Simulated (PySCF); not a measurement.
## Pt+: ionisation energy

Pt+ [Xe] 4f14 5d9 (2D) → Pt(2+) [Xe] 4f14 5d8 (3F), as a difference of total energies. Computed with PySCF 2.14 in aug-cc-pVDZ-PP with ECP60MDF, with a scalar-relativistic core potential. Correlated levels: valence: 5s2 5p6 frozen. The calculations carry no spin-orbit coupling.

| method | ionisation energy (eV) |
| --- | --- |
| UHF | 16.877 |
| BP86 | 19.227 |
| MN15 | 19.275 |
| MP2 (valence) | 18.523 |
| SCS-MP2 (valence) | 18.414 |

Q: How much does correlation contribute at MP2 (valence)?

A: 18.523 − (16.877) = 1.646 eV, measured against UHF.

The reference lies between the lowest fine-structure levels, while these numbers refer to the centres of the terms.

Errors of the correlated levels include the incompleteness of this basis and the frozen core.

For comparison: 18.56 ± 0.12 eV (measured; NIST Atomic Spectra Database, ionization energies).
